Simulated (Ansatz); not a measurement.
`[NH2][AlH][GeH2][F]` + `C#CNC` → `C[NH][AlH][NH2]` + `C#[C][GeH2][F]`  (formal exchange of groups at the Al–Ge bond)

Calculated with Ansatz (gas phase, PBE0-D4/def2-TZVP geometries, no zero-point term in ΔE). CCSD(T)/CBS is the MP2 limit (def2-TZVPP, def2-QZVPP) plus CCSD(T) − MP2 in def2-TZVPP, frozen cores. DFT in def2-TZVPP. For Ge outer-core shells are correlated without core-valence functions, which leaves a few kJ/mol of doubt a bond. Scalar relativity is left out up to krypton. One conformer a species, not always the lowest.

| level | ΔE (kJ/mol) | difference from CCSD(T)/CBS |
| --- | --- | --- |
| revPBE-D4 | -90.2 | 37.2 |
| B97M-V | -114.8 | 12.6 |
| PBE0-D4 | -94.8 | 32.6 |
| ωB97X-V | -112.1 | 15.3 |
| B2PLYP | -119.6 | 7.8 |
| revPBE | -87.8 | 39.6 |
| BHLYP | -114.5 | 12.9 |
| HF/def2-SVP | -115.4 | 12.0 |
| HF/def2-TZVPP | -128.3 | -0.9 |
| SCS-MP2/def2-TZVPP | -140.0 | -12.6 |
| CCSD(T)/def2-TZVPP | -131.1 | -3.7 |
| HF/def2-QZVPP | -129.7 | -2.3 |
| MP2/def2-QZVPP | -137.6 | -10.2 |
| SCS-MP2/def2-QZVPP | -139.1 | -11.7 |
| HF/CBS(def2) | -129.9 | -2.5 |
| MP2/CBS(def2) | -135.5 | -8.1 |
| CCSD(T)/CBS | -127.4 | 0 |

Q: What do rigid-rotor, harmonic-oscillator terms from PBE0-D4/def2-TZVP frequencies (298.15 K, 1 bar) make of the CCSD(T)/CBS value? (An estimate is asked.)

A: Computed: ΔZPE = -1.2 kJ/mol, ΔH = -128.9 kJ/mol, ΔS = -4 J/(mol·K), ΔG = -127.7 kJ/mol.

Largest T1 diagnostic among the species: 0.013.

From PBE to PBE0 (25 % exact exchange), in def2-TZVPP and without D4, ΔE moves by −8.6 kJ/mol. Leaving LDA and LC-ωPBE aside and taking each functional with its dispersion term where it has one, the values, not all of them listed here, spread over 33.2 kJ/mol, from B2PLYP to PBE-D4. LDA lies +8.7 kJ/mol from PBE without D4.
